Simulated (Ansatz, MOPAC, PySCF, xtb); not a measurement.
Complex: CHN (SMILES C#N) (first 3 atoms) with GeH4 (SMILES [GeH4]); geometry from B3LYP-D3(BJ)/def2-TZVP, rigid monomers moved along the line of their centres of mass till H3···H8 is 3.14 Å.
(charge 0, multiplicity 1):
```xyz
8

C     -0.15556    -0.04077     0.51889
N     -0.30974     0.43186    -0.51399
H     -0.01173    -0.47753     1.48292
Ge     0.18580    -0.03005     5.62389
H     -0.46548     1.20471     4.98531
H     -0.72933    -0.60766     6.71005
H      1.55071     0.34136     6.21582
H      0.39235    -1.09682     4.53004
```

Interaction energies are E(AB) − E(A) − E(B) at the monomers' geometry in the complex; basis-set methods are counterpoise corrected. Rows marked so take none.

Rows in 6-31G* carry no dispersion term and start afresh at each structure (6-31G* with six Cartesian d functions); the Pople sets are all-electron and without relativity. MP2/6-31G* freezes PySCF's default core, which leaves 3d correlated. The state reached by PM3, PM6 isn't checked.

Codes used: Ansatz (Gaussian basis) for Hartree–Fock, density functionals and correlated methods; MOPAC for PM3, PM6 (differences of heats of formation); PySCF for 6-31G* rows; xtb for the GFN methods. Each number belongs to the level named beside it.

| level | interaction energy (kcal/mol) |
|---|---|
| PM3 | -0.27 |
| PM6 | 0.04 |
| GFN2-xTB | -0.56 |
| HF/6-31G* | -0.18 |
| B3LYP/def2-TZVPPD | [?] |
| PBE0/def2-TZVPPD | -0.28 |
| M06-2X/6-31G* (no counterpoise) | -0.40 |
| MP2/6-31G* | -0.28 |
| MP2/6-31G* (no counterpoise) | -0.41 |

Task: Complete the blanks.

Result: 
- B3LYP/def2-TZVPPD, interaction energy (kcal/mol): -0.11

Ansatz is an electronic-structure program.
